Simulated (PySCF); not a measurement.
CH3Cl3SSi.
Structure used (PBE0-D3(BJ)/def2-SVP), in Å, numbered top down from 1:
```
atom  x, y, z in Å
S1     1.6834   -0.0796   -0.4454
Si2   -0.0101    0.1632    0.8216
C3    -1.6012    0.4826   -0.2095
Cl4   -2.9503    0.6686    0.9407
Cl5   -1.8959   -0.9345   -1.2558
Cl6   -1.4329    1.9435   -1.1959
H7     1.1976   -1.1992   -1.0281
H8    -0.3044   -1.0464    1.6367
H9     0.2397    1.3680    1.6538
```

The closed-shell ground state was solved at several levels (PySCF, density fitting, gas phase, non-relativistic).

| level | basis functions | total energy (Eh) | HOMO (eV) | LUMO (eV) | gap (eV) | dipole (D) |
| --- | --- | --- | --- | --- | --- | --- |
| CAM-B3LYP/pcSseg-2 | 293 | -2108.3696 | -9.28 | 0.06 | 9.34 | 1.14 |
| PBE0/6-31G | 80 | -2107.2126 | -7.99 | -1.17 | 6.82 | 1.51 |
| PBE0/6-31+G* | 134 | -2107.3528 | -7.95 | -1.28 | 6.67 | 1.19 |
| B97-2/pcSseg-2 | 293 | -2108.4598 | -7.71 | -1.20 | 6.51 | 1.09 |
| PBE0/pcSseg-2 | 293 | -2107.5719 | -7.96 | -1.12 | 6.84 | 1.09 |

(1) Estimate the row for PBE0/aug-cc-pVDZ, a basis of 185 functions; the other rows only guide the guess.

(2) Over all these levels, which gives the widest orbital gap and which the narrowest?

(3) How much does the basis alone move the frontier levels among the 4 PBE0 rows (the withheld one included)?

(4) How far do the dipole and the HOMO energy spread over the levels?

Answers

(1) Total energy -2107.4841 Eh, HOMO -7.89 eV, LUMO -1.18 eV, gap 6.71 eV, dipole 1.03 D.

(2) CAM-B3LYP/pcSseg-2 (range-separated hybrid) has the widest, 9.34 eV, and B97-2/pcSseg-2 (global hybrid, 21 % exact exchange) the narrowest, 6.51 eV. The two share the basis. From the narrowest to the widest the HOMO moves by -1.57 eV and the LUMO by +1.26 eV.

(3) The HOMO by 0.10 eV and the LUMO by 0.16 eV. By rising basis size (HOMO, LUMO in eV): 6-31G -7.99, -1.17; 6-31+G* -7.95, -1.28; aug-cc-pVDZ -7.89, -1.18; pcSseg-2 -7.96, -1.12.

(4) The dipole runs from 1.03 to 1.51 D (mean 1.18 D) and the HOMO from -9.28 to -7.71 eV.

One conformer stands for the species.
